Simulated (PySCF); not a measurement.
**TDDFT excited states: C5H5NO**

Compound: C5H5NO.
Cartesian coordinates in Å at the GFN2-xTB level; atoms count from 1:
```xyz
12
C5H5NO angstrom
C      1.9967    0.2504   -1.9703
C      0.9624    0.5506   -1.2029
O      0.4628   -0.3417   -0.3040
C     -0.5848    0.0148    0.4488
C     -1.1188   -0.8213    1.3493
C     -2.2147   -0.4520    2.1394
N     -3.1124   -0.1651    2.7947
H      2.4762   -0.7095   -1.9087
H      2.3817    0.9612   -2.6752
H      0.4574    1.5109   -1.2422
H     -0.9863    1.0146    0.2997
H     -0.7189   -1.8136    1.4957
```

Computed, not measured: TDDFT PBE0/def2-SVPD, vertical, gas phase, core orbitals frozen in the response (PySCF).

| state | E (eV) | ν̃ (cm⁻¹) | f | symmetry | main configurations (H = HOMO, L = LUMO) |
| --- | --- | --- | --- | --- | --- |
| S1 | 5.32 | 42910 | 0.593 | A′ | H→L (95%) |
| S2 | 6.25 | 50380 | 0.199 | A′ | H→L+1 (79%), H-1→L (18%) |
| S3 | 6.35 | 51230 | 0.0001 | – | H→L+3 (78%), H-2→L (9%) |
| S4 | 6.59 | 53120 | 0.021 | A″ | H→L+2 (96%) |
| S5 | 6.61 | 53320 | 0.0003 | – | H-2→L (87%), H→L+3 (9%) |
| S6 | 6.77 | 54570 | 0.017 | A′ | H-1→L (69%), H→L+1 (15%) |

Triplets (Tamm–Dancoff): T1 3.43 eV, H→L (86%), H-1→L (9%); T2 4.25 eV, H→L+1 (62%), H-1→L+1 (21%), H-1→L (14%).

The lowest singlet comes at 233 nm (513 kJ/mol) in the ultraviolet; it is strong; its leading configuration is HOMO→LUMO (95%). The lowest level is also the most intense of those listed (f = 0.593). Löwdin shares by element: HOMO carbon 37% or more, oxygen 19%, nitrogen 11% (atoms not listed hold the other 33%); LUMO carbon 63% or more, nitrogen 13% (atoms not listed hold the other 24%). The listed states span 1.45 eV, and the widest gap between neighbours is 0.93 eV (S1 to S2). The oscillator strengths of these states sum to 0.831; summed over the whole spectrum of an exact calculation they would give the number of electrons, 50 (Thomas–Reiche–Kuhn). Weighted by f, the mean energy of these states is 5.60 eV. Symmetry labels in Cs follow from the direction of the transition dipole and are given only for states with f of 0.002 or more. Only the lowest 6 singlets were computed, as vertical energies without vibronic structure.

One conformer stands for the species.
